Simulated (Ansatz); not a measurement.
This geometry of AlClFHO (5 atoms, charge 0, multiplicity 1) is a first-order saddle point.

Method: Ansatz 0.2.0, RKS PBE0/def2-SVP.

```xyz
5
Properties=species:S:1:pos:R:3
O 0.341 1.083 -0.326
Al -0.092 -0.412 0.202
F 0.108 -0.835 1.788
Cl -0.894 -1.851 -1.067
H 0.587 1.941 -0.640
```

Problem. Which two structures does it join? (They come from a converged band through this point; their orientation in space is the band's.)

Solution. No bond is made or broken. The dihedral H5–O1–Al2–Cl4 changes from 0 to -180° by way of a nearly straight angle H5–O1–Al2 (up to 179°), not by a turn about the bond.

First end point:

```xyz
5
Properties=species:S:1:pos:R:3
O 0.449 1.205 -0.040
Al -0.058 -0.368 0.268
F 0.071 -0.943 1.809
Cl -0.841 -1.626 -1.195
H 0.429 1.658 -0.883
```

Last end point:

```xyz
5
Properties=species:S:1:pos:R:3
O 0.284 1.085 -0.592
Al -0.109 -0.400 0.092
F 0.133 -0.709 1.700
Cl -0.918 -1.889 -1.106
H 0.660 1.839 -0.135
```

Problem. How far does it lie above each of them?

Solution. 1.9 kcal/mol above the first and 2.0 kcal/mol above the second. This is the barrier of this one path; another mechanism may lie lower.

The run took 59 s on 1 thread of Intel(R) Xeon(R) Platinum 8375C CPU @ 2.90GHz (Ice Lake), on a shared host, peak memory 0.15 GiB.
